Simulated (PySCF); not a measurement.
Running PySCF for InF

The script input.py:

```python
from pyscf import gto, scf, mp

mol = gto.M(
    atom='In 0 0 0; F 0 0 2.005',
    basis='x2c-svpall',
    charge=0,
    spin=0,
    verbose=3,
)
mf = scf.RHF(mol)
mf = mf.sfx2c1e()
mf.kernel()
mp.MP2(mf, frozen=19).kernel()
mf.dip_moment()
print('orbital energies (hartree):', mf.mo_energy[..., max(0, mol.nelec[1]-3):mol.nelec[0]+3].round(4))
```

```bash
$ python input.py
```

Output:

```
converged SCF energy = -5977.22543452906
E(RMP2) = -5977.47722094951  E_corr = -0.251786420451298
E(SCS-RMP2) = -5977.46986865503  E_corr = -0.244434125966177
Dipole moment(X, Y, Z, Debye):  0.00000, -0.00000, -3.19640
orbital energies (hartree): [-0.5248 -0.5248 -0.3508  0.0356  0.0356  0.124 ]
```

In short: E(SCF) = -5977.225435 Eh, E(MP2) − E(SCF) = -0.25179 Eh, μz(SCF) = -3.20 D.

Wall time 1.4 s on one thread of a shared host.

Stability towards an unrestricted solution was not tested. The bond length is a typed value, not an optimised one.
